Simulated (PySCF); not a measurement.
C₂H₈N₂, triplet, at the geometry of the source list (a higher spin typed on purpose: for a closed-shell molecule this is an excited state) (in this run its highest filled SCF level lies above zero, so its values depend strongly on the basis, on diffuse functions most of all); HF/STO-3G (PySCF).

Here is a job for PySCF.
```python
from pyscf import gto, scf

mol = gto.Mole()
mol.atom = '''
    N     1.819500    0.328300   -0.228500
    C     0.588700    0.066600    0.496300
    C    -0.529300   -0.287200   -0.484300
    N    -1.745000   -0.605000    0.243500
    H     2.576000    0.527300    0.415600
    H     1.706800    1.135100   -0.834500
    H     0.256200    0.916000    1.120300
    H     0.757800   -0.785600    1.157900
    H    -0.231400   -1.171200   -1.052100
    H    -0.649700    0.546800   -1.199400
    H    -2.481900   -0.877200   -0.396700
    H    -2.067500    0.206100    0.762000
'''
mol.basis = 'sto-3g'
mol.charge = 0
mol.spin = 2
mol.verbose = 4
mol.build()

mf = scf.UHF(mol)
mf.kernel()
```

The log (banner, timings and long lists left out):

```
PySCF version 2.14.0

[INPUT] verbose = 4
[INPUT] num. atoms = 12
[INPUT] num. electrons = 34
[INPUT] charge = 0
[INPUT] spin (= nelec alpha-beta = 2S) = 2
[INPUT] symmetry False subgroup None
[INPUT] Mole.unit = angstrom
[INPUT] Symbol           X                Y                Z      unit          X                Y                Z       unit  Magmom
[INPUT]  1 N      1.819500000000   0.328300000000  -0.228500000000 AA    3.438356683646   0.620397086695  -0.431802419463 Bohr   0.0
[INPUT]  2 C      0.588700000000   0.066600000000   0.496300000000 AA    1.112481769531   0.125855759896   0.937871075622 Bohr   0.0
[INPUT]  3 C     -0.529300000000  -0.287200000000  -0.484300000000 AA   -1.000232037732  -0.542729342975  -0.915194362127 Bohr   0.0
[INPUT]  4 N     -1.745000000000  -0.605000000000   0.243500000000 AA   -3.297572087366  -1.143284305362   0.460148311332 Bohr   0.0
[INPUT]  5 H      2.576000000000   0.527300000000   0.415600000000 AA    4.867934496880   0.996452585483   0.785370177369 Bohr   0.0
[INPUT]  6 H      1.706800000000   1.135100000000  -0.834500000000 AA    3.225384549408   2.145028123994  -1.576976450950 Bohr   0.0
[INPUT]  7 H      0.256200000000   0.916000000000   1.120300000000 AA    0.484147833114   1.730989130102   2.117060177350 Bohr   0.0
[INPUT]  8 H      0.757800000000  -0.785600000000   1.157900000000 AA    1.432034457195  -1.484568843458   2.188113879634 Bohr   0.0
[INPUT]  9 H     -0.231400000000  -1.171200000000  -1.052100000000 AA   -0.437282625224  -2.213247237091  -1.988180855655 Bohr   0.0
[INPUT] 10 H     -0.649700000000   0.546800000000  -1.199400000000 AA   -1.227755063130   1.033302244912  -2.266537513803 Bohr   0.0
[INPUT] 11 H     -2.481900000000  -0.877200000000  -0.396700000000 AA   -4.690111268558  -1.657667756468  -0.749654353615 Bohr   0.0
[INPUT] 12 H     -2.067500000000   0.206100000000   0.762000000000 AA   -3.907008762538   0.389472554273   1.439971306919 Bohr   0.0

nuclear repulsion = 132.4374960302
number of shells = 20
number of NR pGTOs = 84
number of NR cGTOs = 28
basis = sto-3g
ecp = {}

******** <class 'pyscf.scf.uhf.UHF'> ********
method = UHF
initial guess = minao
damping factor = 0
level_shift factor = 0
DIIS = <class 'pyscf.scf.diis.CDIIS'>
diis_start_cycle = 1
diis_space = 8
diis_damp = 0
SCF conv_tol = 1e-09
SCF conv_tol_grad = None
SCF max_cycles = 50
direct_scf = True
direct_scf_tol = 1e-13
number electrons alpha = 18  beta = 16
Set gradient conv threshold to 3.16228e-05
init E= -187.506163372515

cycle= 1 E= -186.323101469508  delta_E= 1.18  |g|= 0.22  |ddm|=  3.7

cycle= 2 E= -186.363884910545  delta_E= -0.0408  |g|= 0.0639  |ddm|= 0.428

cycle= 3 E= -186.367974401164  delta_E= -0.00409  |g|= 0.0238  |ddm|= 0.158

cycle= 4 E= -186.369384887457  delta_E= -0.00141  |g|= 0.012  |ddm|= 0.143

cycle= 5 E= -186.36990045055  delta_E= -0.000516  |g|= 0.00764  |ddm|= 0.103

cycle= 6 E= -186.370234457557  delta_E= -0.000334  |g|= 0.00832  |ddm|= 0.081

cycle= 7 E= -186.370222801564  delta_E= 1.17e-05  |g|= 0.00812  |ddm|= 0.00186

cycle= 8 E= -186.370082451837  delta_E= 0.00014  |g|= 0.00478  |ddm|= 0.0569

cycle= 9 E= -186.370090987946  delta_E= -8.54e-06  |g|= 0.00104  |ddm|= 0.0502

cycle= 10 E= -186.370095627851  delta_E= -4.64e-06  |g|= 0.000719  |ddm|= 0.0116

cycle= 11 E= -186.370099404251  delta_E= -3.78e-06  |g|= 0.000488  |ddm|= 0.0125

cycle= 12 E= -186.370102212681  delta_E= -2.81e-06  |g|= 0.000271  |ddm|= 0.0151

cycle= 13 E= -186.370103059621  delta_E= -8.47e-07  |g|= 0.000132  |ddm|= 0.0102

cycle= 14 E= -186.370103195715  delta_E= -1.36e-07  |g|= 5.26e-05  |ddm|= 0.00418

cycle= 15 E= -186.370103209529  delta_E= -1.38e-08  |g|= 2.46e-05  |ddm|= 0.00108

cycle= 16 E= -186.370103210681  delta_E= -1.15e-09  |g|= 1.59e-05  |ddm|= 0.000258

cycle= 17 E= -186.37010321056  delta_E= 1.21e-10  |g|= 6.47e-06  |ddm|= 0.00011

Extra cycle  E= -186.370103210874  delta_E= -3.14e-10  |g|= 1.16e-05  |ddm|= 4.99e-05
converged SCF energy = -186.370103210874  <S^2> = 2.0206765  2S+1 = 3.0137528
```
